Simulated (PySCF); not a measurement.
A structure optimised at PBE-D3(BJ)/def2-SVP, used in a PySCF frequency run:

```xyz
9

Be     0.3554     1.0324     0.0000
I     -0.0365    -1.1226     0.0000
C      0.6600     2.6877     0.0000
C     -0.5636     3.6284     0.0000
H      1.3087     2.9148    -0.8798
H      1.3087     2.9148     0.8798
H     -1.2066     3.4711     0.8908
H     -1.2066     3.4711    -0.8908
H     -0.2693     4.6996     0.0000
```

### Question
Write its SMILES, formula and point group.

### Answer
C[CH2][Be][I], C2H5BeI, Cs

### Question
What are its rotational constants (standard atomic weights)?

### Answer
25.327, 1.0713, 1.0412 GHz
